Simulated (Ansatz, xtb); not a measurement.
**Relative energy of two isomers of CCl3F3Si**

Structure I: `FC(Cl)(Cl)[Si](F)(F)Cl`, a singlet. Structure II: `F[Si](F)(F)C(Cl)(Cl)Cl`, a singlet. Both are isolated molecules in the gas phase, relaxed with PBE0-D4/def2-SVP; each stands in its lowest conformer found.

Task: Estimate E(II) − E(I) at the level CCSD(T)/def2-SVP + ΔMP2/def2-TZVPP.

Result: Calculated at CCSD(T)/def2-SVP + ΔMP2/def2-TZVPP: E(II) − E(I) = −0.601 eV, so structure II lies lower.

Level by level:

| level | geometry | E(II) − E(I) (eV) | departure from the last row (eV) | job, with rough time for the two |
| --- | --- | --- | --- | --- |
| GFN2-xTB | GFN2-xTB | −0.517 | +0.083 | optimisation, 0.2 s |
| HF/STO-3G | GFN2-xTB | +0.877 | +1.478 | single point, 0.76 s |
| r2SCAN-D4/def2-SVP | GFN2-xTB | −0.309 | +0.292 | single point, 6.6 s |
| PBE0-D4/def2-SVP | PBE0-D4/def2-SVP | −0.215 | +0.385 | optimisation, 42 s |
| HF/def2-SVP | PBE0-D4/def2-SVP | −0.234 | +0.367 | part of the CCSD(T) run |
| MP2/def2-SVP | PBE0-D4/def2-SVP | −0.457 | +0.143 | part of the CCSD(T) run |
| CCSD(T)/def2-SVP | PBE0-D4/def2-SVP | −0.386 | +0.215 | single point |
| CCSD(T)/def2-SVP + ΔMP2/def2-TZVPP | PBE0-D4/def2-SVP | −0.601 |  | single point, 95 s |

As drawn, II has 1 F–Si, 1 C–Cl in place of 1 C–F, 1 Cl–Si.

HF/STO-3G puts the two in the other order. The largest departure from CCSD(T)/def2-SVP + ΔMP2/def2-TZVPP is that of HF/STO-3G, 1.478 eV. The last row adds to CCSD(T) the change of the MP2 difference between the two basis sets, here −0.215 eV, a large step that makes the value less sure.

With thermal terms from frequencies at re-optimised GFN2-xTB minima (ideal gas, soft modes damped towards free rotors, one conformer each, 298.15 K, 1 atm): on the last row, ΔE + ΔZPE = −0.608, ΔH = −0.603, ΔG = −0.586 eV.

The correlated steps freeze 24 core orbitals. Run with Ansatz 0.2.0, xtb 6.7.1; the last row on 2 threads of Arm Neoverse V1 on a shared host.
